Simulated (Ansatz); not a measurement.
Cartesian coordinates in Å:
```
C 1.719 -0.841 -0.384
C 1.212 0.377 0.390
Al -0.733 0.639 0.365
C -1.972 -0.518 -0.592
O -1.427 1.944 1.215
H 1.299 -1.772 0.009
H 1.441 -0.794 -1.440
H 2.808 -0.937 -0.342
H 1.685 1.290 0.004
H 1.539 0.321 1.437
H -1.762 -0.520 -1.667
H -3.009 -0.204 -0.454
H -1.885 -1.557 -0.260
H -0.915 2.574 1.718
```

Total charge 0; spin multiplicity 1.

(1) List the PBE0/def2-TZVPP orbital energies in eV (Ansatz 0.2.0). (An estimate is asked.)

## Answers

(1) Ansatz gave: Occupied: -1526.93, -521.82, -277.85, -277.48, -277.21, -112.84, -72.98, -72.79, -72.74, -26.85, -20.86, -18.81, -16.92, -13.68, -12.17, -11.77, -10.85, -10.78, -10.41, -9.66, -9.60, -8.88, -8.75, -7.24. Lowest empty: 0.06, 0.19, 1.09, 1.81, 2.49, 2.67, 3.02, 3.05.
